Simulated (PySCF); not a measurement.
PySCF input (M06-2X/def2-TZVPD):

```python
from pyscf import gto, scf, dft

mol = gto.M(
    atom='''
    Se   -0.90749070   -0.00375848    0.70316520
    Se    0.90749070    0.00375848   -0.70316520
    H    -1.85026188   -0.03139265   -0.43895857
    H     1.85026188    0.03139265    0.43895857
    ''',
    basis='def2-tzvpd',
    charge=1,
    spin=1,
    verbose=4,
)

mf = dft.UKS(mol, xc='m062x').density_fit(auxbasis='def2-universal-jkfit')
mf.grids.level = 4
mf.conv_tol = 1e-9
mf.max_cycle = 100
mf.max_memory = 1500
mf.kernel()
if not mf.converged:
    mf = mf.newton()
    mf.kernel(mf.make_rdm1())
for _ in range(2):
    mo, _, stable, _ = mf.stability(return_status=True)
    if stable:
        break
    mf.kernel(mf.make_rdm1(mo, mf.mo_occ))
mf.analyze()
```

Output:

```
PySCF version 2.14.0

[INPUT] verbose = 4
[INPUT] num. atoms = 4
[INPUT] num. electrons = 69
[INPUT] charge = 1
[INPUT] spin (= nelec alpha-beta = 2S) = 1
[INPUT] symmetry False subgroup None
[INPUT] Mole.unit = angstrom
[INPUT] Symbol           X                Y                Z      unit          X                Y                Z       unit  Magmom
[INPUT]  1 Se    -0.907490700000  -0.003758480000   0.703165200000 AA   -1.714908883590  -0.007102497845   1.328789648325 Bohr   0.0
[INPUT]  2 Se     0.907490700000   0.003758480000  -0.703165200000 AA    1.714908883590   0.007102497845  -1.328789648325 Bohr   0.0
[INPUT]  3 H     -1.850261880000  -0.031392650000  -0.438958570000 AA   -3.496488211923  -0.059323510824  -0.829511477331 Bohr   0.0
[INPUT]  4 H      1.850261880000   0.031392650000   0.438958570000 AA    3.496488211923   0.059323510824   0.829511477331 Bohr   0.0

nuclear repulsion = 303.843614107021
number of shells = 48
number of NR pGTOs = 246
number of NR cGTOs = 132
basis = def2-tzvpd
ecp = {}

******** <class 'pyscf.df.df_jk.DFUKS'> ********
method = DFUKS
initial guess = minao
damping factor = 0
level_shift factor = 0
DIIS = <class 'pyscf.scf.diis.CDIIS'>
diis_start_cycle = 1
diis_space = 8
diis_damp = 0
SCF conv_tol = 1e-09
SCF conv_tol_grad = None
SCF max_cycles = 100
direct_scf = False
number electrons alpha = 35  beta = 34
XC library pyscf.dft.libxc version 7.1.2
    S. Lehtola, C. Steigemann, M. J. T. Oliveira, and M. A. L. Marques,  SoftwareX 7, 1–5 (2018)
XC functionals = m062x
    Y. Zhao and D. G. Truhlar,  Theor. Chem. Acc. 120, 215 (2008)
    Y. Zhao and D. G. Truhlar,  Theor. Chem. Acc. 120, 215 (2008)
radial grids:
    Treutler-Ahlrichs [JCP 102, 346 (1995); DOI:10.1063/1.469408] (M4) radial grids

becke partition: Becke, JCP 88, 2547 (1988); DOI:10.1063/1.454033
pruning grids: <function nwchem_prune>
grids dens level: 4
symmetrized grids: False
atomic radii adjust function: <function treutler_atomic_radii_adjust>
small_rho_cutoff = 0
Set gradient conv threshold to 3.16228e-05
tot grids = 91792
******** <class 'pyscf.df.df.DF'> ********
auxbasis = def2-universal-jkfit
init E= -4802.64121785264
  alpha nocc = 35  HOMO = -0.229563819992917  LUMO = -0.0856955058892961
  beta  nocc = 34  HOMO = -0.352878090207989  LUMO = -0.229563819992915

WARN: HOMO -0.229563819992917 >= LUMO -0.229563819992915

[...]
  beta  nocc = 34  HOMO = -0.569806512015081  LUMO = -0.357340771920787
  HOMO = -0.530519480443  LUMO = -0.357340771921  gap/eV = 4.71243
Extra cycle  E= -4804.04045419425  delta_E= -6.37e-12  |g|= 1.29e-06  |ddm|= 4.96e-06
converged SCF energy = -4804.04045419425  <S^2> = 0.75627362  2S+1 = 2.0062638
uhf_internal: lowest eigs of H = [0.1019891  0.20093053 0.25671941]
<class 'pyscf.df.df_jk.DFUKS'> wavefunction is stable in the internal stability analysis
**** SCF Summaries ****
Total Energy =                       -4804.040454194254380
Nuclear Repulsion Energy =             303.843614107021153
One-electron Energy =                -7276.730764660013847
Two-electron Energy =                 2168.846696358737972
Two-electron Coulomb Energy =         2343.739877901173259
DFT Exchange-Correlation Energy =     -174.893181542435173
HOMO-LUMO gap [eV] =                     4.712432688033127
**** MO energy ****
                             alpha | beta                alpha | beta
MO #1   energy= -456.61938839323   | -456.617432673519  occ= 1 | 1
MO #2   energy= -456.619387205431  | -456.617431502739  occ= 1 | 1
MO #3   energy= -59.1844619545282  | -59.1837373405868  occ= 1 | 1
MO #4   energy= -59.1844576172688  | -59.1837335051578  occ= 1 | 1
MO #5   energy= -53.240062781423   | -53.2394306943733  occ= 1 | 1
MO #6   energy= -53.2400535723779  | -53.2394186552338  occ= 1 | 1
MO #7   energy= -53.2396686457578  | -53.2383133197824  occ= 1 | 1
MO #8   energy= -53.239656966748   | -53.2383046339371  occ= 1 | 1
MO #9   energy= -53.2386059848048  | -53.2364314087673  occ= 1 | 1
MO #10  energy= -53.2385977026633  | -53.2364221435142  occ= 1 | 1
MO #11  energy= -8.42126843230373  | -8.41897573775594  occ= 1 | 1
MO #12  energy= -8.42122453280436  | -8.41891865589457  occ= 1 | 1
MO #13  energy= -6.35771837727169  | -6.3572715364138   occ= 1 | 1
MO #14  energy= -6.35755166111936  | -6.35709827250613  occ= 1 | 1
MO #15  energy= -6.35612839797101  | -6.35317756354775  occ= 1 | 1
MO #16  energy= -6.35610896424345  | -6.35317685709581  occ= 1 | 1
MO #17  energy= -6.35373035110112  | -6.34832568871993  occ= 1 | 1
MO #18  energy= -6.35372594137235  | -6.34829995227562  occ= 1 | 1
MO #19  energy= -2.62964949347966  | -2.62907134397409  occ= 1 | 1
MO #20  energy= -2.62730769315975  | -2.62688979491078  occ= 1 | 1
MO #21  energy= -2.62680270725241  | -2.62596626234262  occ= 1 | 1
MO #22  energy= -2.62612868236517  | -2.62574075650363  occ= 1 | 1
MO #23  energy= -2.62609744153     | -2.62411395737159  occ= 1 | 1
MO #24  energy= -2.62579691670773  | -2.62302242109989  occ= 1 | 1
MO #25  energy= -2.62318479990383  | -2.62010415372428  occ= 1 | 1
MO #26  energy= -2.62316409962039  | -2.61971374484402  occ= 1 | 1
MO #27  energy= -2.62260544527505  | -2.61966192354469  occ= 1 | 1
MO #28  energy= -2.62258053885686  | -2.61965216640913  occ= 1 | 1
MO #29  energy= -1.11272573324714  | -1.09071279606645  occ= 1 | 1
MO #30  energy= -0.987057532011902 | -0.957601833269101 occ= 1 | 1
MO #31  energy= -0.719656000871342 | -0.71107116840188  occ= 1 | 1
MO #32  energy= -0.693435711141622 | -0.687395462642307 occ= 1 | 1
MO #33  energy= -0.628155654287709 | -0.615293612950037 occ= 1 | 1
MO #34  energy= -0.627108378672328 | -0.569806512015081 occ= 1 | 1
MO #35  energy= -0.530519480442637 | -0.357340771920787 occ= 1 | 0
MO #36  energy= -0.261985719917909 | -0.25339057664063  occ= 0 | 0
MO #37  energy= -0.200665496958527 | -0.195880541286736 occ= 0 | 0
MO #38  energy= -0.167481672000922 | -0.162946301244603 occ= 0 | 0
MO #39  energy= -0.116598342355324 | -0.120729732510623 occ= 0 | 0
MO #40  energy= -0.106871764375952 | -0.106391898552813 occ= 0 | 0
MO #41  energy= -0.101266110917682 | -0.101356449269077 occ= 0 | 0
MO #42  energy= -0.0919218679419368 | -0.0924718526891856 occ= 0 | 0
MO #43  energy= -0.0894487620875929 | -0.0897439282654847 occ= 0 | 0
MO #44  energy= -0.089216345851146 | -0.0888343064784333 occ= 0 | 0
MO #45  energy= -0.0743847571613543 | -0.0752699096253835 occ= 0 | 0
MO #46  energy= -0.066758875972623 | -0.0655459481699621 occ= 0 | 0
MO #47  energy= -0.061410359434565 | -0.060373602144659 occ= 0 | 0
MO #48  energy= -0.0423827986801228 | -0.037507208399056 occ= 0 | 0
MO #49  energy= -0.00654071179011662 | -0.0108260917830676 occ= 0 | 0
MO #50  energy= -0.00543801426905161 | -0.00625519163012339 occ= 0 | 0
MO #51  energy= 0.00312821195921309 | -0.00502887038758511 occ= 0 | 0
MO #52  energy= 0.0328322345083847 | 0.031632412867145  occ= 0 | 0
MO #53  energy= 0.0383775772008534 | 0.0386777897506603 occ= 0 | 0
MO #54  energy= 0.0482758927859059 | 0.0481564030355672 occ= 0 | 0
MO #55  energy= 0.0609631678010887 | 0.0597562727862776 occ= 0 | 0
MO #56  energy= 0.0715728839408527 | 0.0647193252052092 occ= 0 | 0
MO #57  energy= 0.0730906336703458 | 0.0732973608078676 occ= 0 | 0
MO #58  energy= 0.0803530829110821 | 0.0797142822824426 occ= 0 | 0
MO #59  energy= 0.090181272235049  | 0.0906005101563627 occ= 0 | 0
MO #60  energy= 0.11551330799724   | 0.11487391013348   occ= 0 | 0
MO #61  energy= 0.117623140540033  | 0.120405650505933  occ= 0 | 0
MO #62  energy= 0.122073815454755  | 0.122589159936475  occ= 0 | 0
MO #63  energy= 0.140484599348678  | 0.144265391923294  occ= 0 | 0
MO #64  energy= 0.14835394363133   | 0.148571064976642  occ= 0 | 0
MO #65  energy= 0.171133143420817  | 0.171061027583317  occ= 0 | 0
MO #66  energy= 0.187950143802241  | 0.185488395661012  occ= 0 | 0
MO #67  energy= 0.188763348354456  | 0.189775060618545  occ= 0 | 0
MO #68  energy= 0.232208514313945  | 0.239557959823877  occ= 0 | 0
MO #69  energy= 0.242502136314517  | 0.241955581845165  occ= 0 | 0
MO #70  energy= 0.258871749246449  | 0.255433484942873  occ= 0 | 0
MO #71  energy= 0.263641689094953  | 0.26192469865824   occ= 0 | 0
MO #72  energy= 0.263864147284736  | 0.269548393085556  occ= 0 | 0
MO #73  energy= 0.291536855746424  | 0.287728033950318  occ= 0 | 0
MO #74  energy= 0.301184902577955  | 0.301055249305969  occ= 0 | 0
MO #75  energy= 0.33222750527614   | 0.334001030731058  occ= 0 | 0
MO #76  energy= 0.337440260751836  | 0.334112710480694  occ= 0 | 0
MO #77  energy= 0.339250104527897  | 0.34935011849172   occ= 0 | 0
MO #78  energy= 0.425862417556094  | 0.428218184214651  occ= 0 | 0
MO #79  energy= 0.453274906990725  | 0.454648070712662  occ= 0 | 0
MO #80  energy= 0.483906081416523  | 0.482182381762049  occ= 0 | 0
MO #81  energy= 0.697487765059979  | 0.72050022323534   occ= 0 | 0
MO #82  energy= 0.839899659442601  | 0.854775363797533  occ= 0 | 0
MO #83  energy= 0.883791498408843  | 0.88647728511163   occ= 0 | 0
MO #84  energy= 0.918279859298305  | 0.930393347526691  occ= 0 | 0
MO #85  energy= 0.941010567154998  | 0.94990987720932   occ= 0 | 0
MO #86  energy= 0.968565696640503  | 0.98487045363475   occ= 0 | 0
MO #87  energy= 0.987950020070999  | 1.00315923678418   occ= 0 | 0
MO #88  energy= 1.02647668089291   | 1.04438979082791   occ= 0 | 0
MO #89  energy= 1.030035713352     | 1.04499211962716   occ= 0 | 0
MO #90  energy= 1.06880351408882   | 1.07676013042484   occ= 0 | 0
MO #91  energy= 1.06948156090982   | 1.07820437939281   occ= 0 | 0
MO #92  energy= 1.08540962577632   | 1.10057160098467   occ= 0 | 0
MO #93  energy= 1.08934250516842   | 1.10269326807508   occ= 0 | 0
MO #94  energy= 1.11081209826591   | 1.1169786579129    occ= 0 | 0
MO #95  energy= 1.11996051202246   | 1.1275559942284    occ= 0 | 0
MO #96  energy= 1.13039576272734   | 1.14625704184945   occ= 0 | 0
MO #97  energy= 1.14062903755538   | 1.15501045288873   occ= 0 | 0
MO #98  energy= 1.17464282139851   | 1.18408717756781   occ= 0 | 0
MO #99  energy= 1.1992368740187    | 1.20814062361372   occ= 0 | 0
MO #100 energy= 1.24416476803593   | 1.26250464589494   occ= 0 | 0
MO #101 energy= 1.26092688779494   | 1.2719229134395    occ= 0 | 0
MO #102 energy= 1.26798610082845   | 1.2743348787696    occ= 0 | 0
MO #103 energy= 1.27636487774481   | 1.32901471827909   occ= 0 | 0
MO #104 energy= 1.32327639556939   | 1.32969944787742   occ= 0 | 0
[...]
```
